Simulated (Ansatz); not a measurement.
BrHTe (SMILES Br[TeH]) moved off its minimum; all values from Ansatz (a quantum-chemistry and plane-wave program), cores frozen in correlated methods. Elements past Kr take the def2 small-core potentials, without spin–orbit coupling.
(charge 0, multiplicity 1)
```xyz
3

Te    -0.4134    -0.4773     0.6233
H     -1.5994    -0.9891    -0.4454
Br     1.0305     0.7360    -1.0234
```

Q: Give the forces (eV/Å), the total energy and the dipole at CCSD(T)/def2-TZVPPD.

A: 
| atom | Fx | Fy | Fz |
|---|---|---|---|
| Te1 | -0.199 | -0.152 | 0.153 |
| H2 | 0.222 | 0.138 | -0.008 |
| Br3 | -0.023 | 0.015 | -0.144 |
Energy -2840.3575 hartree, dipole 1.51 D.
